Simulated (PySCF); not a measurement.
## Oscillator strengths, rates and cross-sections

Compound: borazine, B3H6N3.
InChI=1S/B3H6N3/c1-4-2-6-3-5-1/h1-6H

Method: TDDFT CAM-B3LYP/aug-cc-pVTZ, vertical, gas phase, core orbitals frozen in the response (PySCF 2.14.0, density-fitted response routines). Geometry: PBE0-D3(BJ)/def2-TZVP; no solvent, vibrations or thermal averaging.

A / s⁻¹ = 0.6670 f (ν̃ / cm⁻¹)² and τ = 1/A in vacuum; |μ| follows from f = (2/3) ΔE |μ|² (atomic units, 1 au = 2.5417 D); ∫σ dE = 109.76 f Mb·eV.

States that coincide in energy are taken one by one. These lifetimes count emission to the ground state at the vertical energy alone; relaxation of the geometry and all other decay channels are left out.

Energies and rates of the computed singlets with f of 0.002 or more:

```csv
state,ν̃ (cm⁻¹),A (s⁻¹)
S4,61370,1.33×10⁸
S6,63810,1.02×10⁹
S7,63810,1.02×10⁹
S8,64260,1.75×10⁸
```

Problem. Go back from the rates to the oscillator strengths and transition dipoles.

Solution. f = A / (0.6670 ν̃²), and |μ| follows from f:

```json
{"state": "S4", "f": "0.053", "|μ| (D)": "1.36", "τ": "7.5 ns", "main configurations (H = HOMO, L = LUMO)": "H-1/H→L+1/L+2 (≥53%)"}
{"state": "S6", "f": "0.376", "|μ| (D)": "3.54", "τ": "980 ps", "main configurations (H = HOMO, L = LUMO)": "H-1/H→L+5 (≥32%), H-1/H→L+4 (≥31%), H-1/H→L+11 (≥9%)"}
{"state": "S7", "f": "0.376", "|μ| (D)": "3.54", "τ": "980 ps", "main configurations (H = HOMO, L = LUMO)": "H-1/H→L+4 (≥32%), H-1/H→L+5 (≥31%), H-1/H→L+10 (≥9%)"}
{"state": "S8", "f": "0.064", "|μ| (D)": "1.45", "τ": "5.7 ns", "main configurations (H = HOMO, L = LUMO)": "H-3/H-2→L+5 (≥30%), H-3/H-2→L+4 (≥30%), H-3/H-2→L+11 (≥14%)"}
```

Problem. What is the integrated cross-section of all computed states together?

Solution. Σf = 0.868 over S1 to S10, so 109.76 × Σf ≈ 95.3 Mb·eV.

Problem. How much energy does a mole of photons resonant with S7 carry?

Solution. 7.912 eV × 96.485 = 763 kJ/mol (182 kcal/mol).

Problem. Suppose S4 emitted 0.3 eV lower with the same transition dipole. How would A change?

Solution. At fixed |μ|, A goes as the cube of the energy: (7.31/7.61)³ = 0.89, which makes τ about 8.5 ns.

The run took 35 s wall, 78 s CPU on Intel Xeon 6975P-C, 2 threads, shared host with 192 logical CPUs at a one-minute load of 69, and the process peaked at 2.1 GiB of memory.
